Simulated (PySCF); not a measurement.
Simulated C 1s region for `Cl[C@@H]1C[C@@H]1Br`, binding energy against the vacuum level.

Every computed line was given a Gaussian of 0.4 eV full width at half maximum and an area set by the number of equivalent atoms; the highest printed point is 100. The calculation used delta-SCF UKS SCAN, pcX-2 on the ionised atom, pcseg-1 elsewhere, spin-free X2C (PySCF 2.14.0).

```
binding energy (eV)  intensity
              290.8          0
              290.9          1
              291.0          6
              291.1         18
              291.2         42
              291.3         70
              291.4         82
              291.5         67
              291.6         39
              291.7         17
              291.8          9
              291.9         16
              292.0         37
              292.1         68
              292.2         91
              292.3         99
              292.4        100
              292.5         98
              292.6         85
              292.7         57
              292.8         28
              292.9         10
              293.0          3
              293.1          0
```

**Question.** Count the maxima, the lines and the sites behind this envelope.

**Answer.** The curve has 2 maxima (at 291.4 and 292.4 eV). Under it lie 3 lines from 3 inequivalent carbon sites. At this width some lines have no maximum of their own.

**Question.** Decompose the envelope and assign each component. Numbering: `[Cl:1][C@@H:2]1[CH2:3][C@@H:4]1[Br:5]`.

**Answer.** 
```tsv
position (eV)	relative area	line	atoms	environment
291.39	1	C 1s	C3	three-membered-ring carbon
292.21	1	C 1s	C4	sp3 C–Br carbon
292.55	1	C 1s	C2	sp3 C–Cl carbon
```

**Question.** What are the centre and the root-mean-square width of the whole band?

**Answer.** The area-weighted mean of the lines is 292.05 eV. Their own spread about it is 0.49 eV (rms) and each Gaussian has σ = 0.4/2.355 = 0.17 eV; the variances add, which gives 0.51 eV.

The listed C 1s values span 1.16 eV, from C3 (bonded to 2 C and 2 H) to C2 (bonded to Cl, 2 C and H). The widest gap between neighbouring values is 0.82 eV, between 291.39 and 292.21 eV.

The curve has no shake-up lines and no vibrational structure. Isolated species at its PBE0-D3(BJ)/def2-SVP geometry, gas phase.

Hardware: x86-64 server, one thread, no GPU (shared host). Cost: 24 s of wall time.
